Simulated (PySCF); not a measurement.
Dipole moment and polarisability of `CC#C[C@H]1CNC(=O)C1`

Compound: C₇H₉NO.
Numbering: `[CH3:1][C:2]#[C:3][C@H:4]1[CH2:5][NH:6][C:7](=[O:8])[CH2:9]1` (hydrogens: H10, H11, H12 on C1; H13 on C4; H14, H15 on C5; H16 on N6; H17, H18 on C9)

Cartesian coordinates in Å at the GFN2-xTB level; atoms count from 1:
```xyz
18
C7H9NO angstrom
C      3.5282   -0.3878   -0.8909
C      2.1588   -0.2924   -0.4367
C      1.0267   -0.2161   -0.0509
C     -0.3526   -0.1269    0.3836
C     -0.9464    1.2859    0.1941
N     -2.3351    1.0167   -0.0791
C     -2.6105   -0.2471   -0.4685
O     -3.6972   -0.6626   -0.7915
C     -1.3012   -1.0215   -0.4286
H      3.5605   -0.8286   -1.8868
H      3.9779    0.6039   -0.9289
H      4.1052   -1.0111   -0.2086
H     -0.4123   -0.4022    1.4423
H     -0.4657    1.7984   -0.6503
H     -0.8310    1.9056    1.0867
H     -3.0281    1.7463   -0.1081
H     -1.4378   -2.0115    0.0012
H     -0.9483   -1.1426   -1.4554
```

Level: PBE0/def2-SVPD (PySCF), static field, nuclei fixed, core orbitals frozen in the response. The polarisability tensor in these axes (au):

```
x   124.89  -0.01  -4.61
y    -0.01  80.07   5.11
z    -4.61   5.11  68.81
```

**Question.** Give the principal values, the mean and the anisotropy Δα = √{½[(α1 − α2)² + (α2 − α3)² + (α1 − α3)²]}.

**Answer.** Principal values 66.52, 81.98 and 125.27 au; mean 91.26 au = 13.52 Å³ = 15.05 × 10⁻⁴⁰ C²·m²/J; Δα = 52.75 au (58 % of the mean).

**Question.** What is the dipole moment, and where does it point?

**Answer.** (3.83, 2.12, 0.94) D, 4.48 D in size, pointing from the negative to the positive side. Measured along this direction, the outermost atoms are O8 at the negative end and H11 at the positive end.

**Question.** Estimate the molar refractivity from the static electronic polarisability.

**Answer.** Lorentz–Lorenz: R = (4π/3)N_A α = 2.5225 cm³/(mol·Å³) × 13.52 Å³ = 34.1 cm³/mol, in the limit of long wavelengths.

**Question.** What depolarisation ratio follows for Rayleigh scattering of linearly polarised light, taking the static tensor?

**Answer.** ρ = 3Δα²/(45ᾱ² + 4Δα²) = 8347.2/(374760 + 11129.6) = 0.0216.

**Question.** Directions of the eigenvectors, and the extent of the frame along each?

**Answer.** Largest value along (1.00, -0.01, -0.08), where the nuclei span 7.73 Å; middle along (0.04, 0.94, 0.35), 4.07 Å; least along (0.07, -0.35, 0.93), 2.73 Å. The response follows the extents in order.

One conformer (not necessarily the lowest) at the GFN2-xTB geometry, without solvent, vibrations or thermal averaging.
